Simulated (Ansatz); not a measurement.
System: difluorogermane, sum formula GeH2F2, charge 0, multiplicity 1. 
Structure (B3LYP-D3(BJ)/def2-TZVP (Ansatz, an electronic-structure program) minimum search):
```xyz
5

F     -0.7714    -1.3490    -0.0057
Ge     0.3335    -0.0114     0.0403
F     -0.6580     1.3979    -0.1669
H      1.2511    -0.1207    -1.1768
H      0.9408     0.0457     1.4414
```
Charge 0, spin multiplicity 1.

Property: atomisation energy (electronic, to ground-state atoms), in kcal/mol. Cores are frozen in the correlated levels unless marked. UHF or UKS for open shells. Spin-orbit coupling is left out. The frozen core is the preceding noble-gas configuration, with the filled d and f shells of earlier blocks. No relativistic terms. The coupled-cluster limit lacks core correlation, which all-electron functionals hold. CBS marks a two-point X^-3 extrapolation of the correlation energy; Hartree-Fock from the larger set (for Q and 5 zeta extrapolated as (X+1)exp(-9√X)).

```csv
level,program,atomisation energy (kcal/mol)
HF/cc-pVDZ,Ansatz,255.3
PBE0-D3(BJ)/def2-TZVPD,Ansatz + dftd3,369.7
PBE0-D4/def2-TZVP,Ansatz + dftd4,369.3
CAM-B3LYP-D4/def2-TZVPD,Ansatz + dftd4,379.5
```

### Question
What does CCSD(T)/CBS(cc-pVQZ,cc-pV5Z) (Ansatz) give?

### Answer
385.1 kcal/mol, so CAM-B3LYP-D4/def2-TZVPD differs from it by -5.6 kcal/mol.
